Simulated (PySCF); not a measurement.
Si(Cl)2(Me)(SH) (CH4Cl2SSi), SMILES C[Si](S)(Cl)Cl. Geometry: PBE-D3(BJ)/def2-SVP. Other conformers were not sampled.

Question: Give the equilibrium geometry at PBE-D3(BJ)/def2-SVP (PySCF confirms it by a frequency run) as bond lengths and angles. (Estimate from the structure and the level; the computed values follow.)

Answer: This is not unique; one that fits is 
Atoms: C1 Si2 S3 Cl4 Cl5 H6 H7 H8 H9. Bonded distances (Å): C1–Si2 1.867, C1–H6 1.109, C1–H7 1.108, C1–H8 1.108, Si2–S3 2.147, Si2–Cl4 2.074, Si2–Cl5 2.082, S3–H9 1.364. Bond angles (°): Si2–C1–H6 110.3, Si2–C1–H7 110.0, Si2–C1–H8 109.9, H6–C1–H7 108.5, H6–C1–H8 108.9, H7–C1–H8 109.2, C1–Si2–S3 114.1, C1–Si2–Cl4 110.0, C1–Si2–Cl5 108.1, S3–Si2–Cl4 104.5, S3–Si2–Cl5 111.0, Cl4–Si2–Cl5 109.1, Si2–S3–H9 93.0.
